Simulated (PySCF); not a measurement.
Work out the structure from these simulated measurements.

Formula: C3H5N3Si.

- Rotational structure: rotational constants A, B, C: 6.023, 1.564, 1.260 GHz [GFN2-xTB]
- 13C NMR: chemical shifts (computed TMS as zero) by class: 167.1 (1 C), 152.1 (1 C), 130.4 (1 C) ppm [GIAO PBE0/pcSseg-1]
- UV, strongest line: among the 8 lowest singlet transitions: S6 at 6.66 eV (186 nm, f = 0.047) [TDDFT CAM-B3LYP/def2-SVPD]
- Dipole: 4.92 D [CAM-B3LYP/def2-SVPD]
- UV, first state: lowest singlet excitation: 3.54 eV (350 nm, f = 0.005) [TDDFT CAM-B3LYP/def2-SVPD]
- 1H NMR: chemical shifts (computed TMS as zero) by class: 9.17 (1 H), 7.59 (1 H), 4.68 (3 H) ppm [GIAO PBE0/pcSseg-1]
- Polarisability: 78.4 au [CAM-B3LYP/def2-SVPD]
- Triplet: lowest triplet excitation (Tamm–Dancoff): 2.59 eV [TDA CAM-B3LYP/def2-SVPD]
- NMR, other nuclei: isotropic shieldings of nuclei other than C and H, by class: -270 (1 N), -195 (1 N), -168 (1 N), 420 (1 Si) ppm [GIAO PBE0/pcSseg-1]

Gas-phase values; electronic properties from PySCF, density fitting. Levels stand in brackets. Geometry: GFN2-xTB; no solvent, vibrations or thermal averaging. GFN2-xTB frequencies show an imaginary mode (21i cm⁻¹), so this geometry is no minimum at that level. NMR classes are plain means over equivalent atoms (diastereotopic ones count apart unless rotation or inversion swaps them), as if these changed places fast.

Question: Give a SMILES that accounts for the data.

Answer: Numbering: `[SiH3:1][c:2]1[cH:3][cH:4][n:5][n:6][n:7]1`. Its formula, C3H5N3Si, gives 4 degrees of unsaturation: 1 ring and 3 π bonds in the structure found (Kekulé form). 3 carbons fall into 3 classes; from least to most shielded: substituted aromatic carbon [C2] (167.1 ppm), aromatic CH next to a ring nitrogen [C4] (152.1 ppm), aromatic CH carbon [C3] (130.4 ppm). Hydrogen classes from least to most shielded: 1 H on an aromatic CH next to a ring nitrogen, C4 (9.17 ppm), 1 H on an aromatic CH carbon, C3 (7.59 ppm), 3 H on an SiH3 silicon, Si1 (4.68 ppm). The other shieldings belong to: -270 ppm, pyridine-type nitrogen [N6]; -195 ppm, pyridine-type nitrogen [N7]; -168 ppm, pyridine-type nitrogen [N5]; 420 ppm, SiH3 silicon [Si1]. By its constants the optimised geometry is an asymmetric top. Structure: `[SiH3]c1ccnnn1`. The assignments are read from this structure; whether some other isomer fits the data as well wasn't checked.
